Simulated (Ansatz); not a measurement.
Reaction (formal exchange of groups at a Ga–N bond): `O/C=[N]/[GaH2]` + `C#C` → `C#[C][GaH2]` + `N=CO`

Isolated molecules relaxed with PBE0-D4/def2-TZVP in Ansatz; ΔE leaves out vibrations. CBS: MP2 limit from def2 TZ/QZ plus the TZ coupled-cluster correction, frozen cores. This one scheme is used for every species. DFT in def2-TZVPP. HSE06 is defined as in plane-wave codes. For Ga outer-core shells are correlated without core-valence functions, which leaves a few kJ/mol of doubt a bond. Scalar relativity is left out up to krypton. One conformer a species, not always the lowest.

Q: Is it downhill or uphill in electronic energy at CCSD(T)/CBS, and by how much? (Best estimate.)

A: The calculation gave: Downhill: ΔE = -0.05 eV.

Q: What do these levels give: LDA (SPW92), BLYP-D4, PBE0-D4, BHLYP-D4, PBE, revPBE, HSE06, CAM-B3LYP, MP2/def2-SVP, CCSD/def2-SVP, MP2/def2-TZVPP, MP2/def2-QZVPP? (An estimate is asked.)

A: Ansatz gave: LDA (SPW92) 0.05, BLYP-D4 0.04, PBE0-D4 -0.06, BHLYP-D4 -0.04, PBE -0.03, revPBE -0.06, HSE06 -0.07, CAM-B3LYP -0.01, MP2/def2-SVP 0.04, CCSD/def2-SVP 0.01, MP2/def2-TZVPP -0.04, MP2/def2-QZVPP -0.03 eV.

Q: What do rigid-rotor, harmonic-oscillator terms from PBE0-D4/def2-TZVP frequencies (298.15 K, 1 bar) make of the CCSD(T)/CBS value? (Estimate.)

A: Computed: ΔZPE = +0.05 eV, ΔH = -0.02 eV, ΔS = 11 J/(mol·K), ΔG = -0.05 eV.

Largest T1 diagnostic among the species: 0.016.

Leaving LDA and LC-ωPBE aside and taking each functional with its dispersion term where it has one, the values, not all of them listed here, spread over 0.11 eV, from PBE-QIDH to BLYP-D4. LDA lies +0.07 eV from PBE without D4. In def2-TZVPP, CCSD(T) changes the Hartree–Fock value by +0.05 eV (the triples alone add +0.01 eV) and MP2 by +0.07 eV.
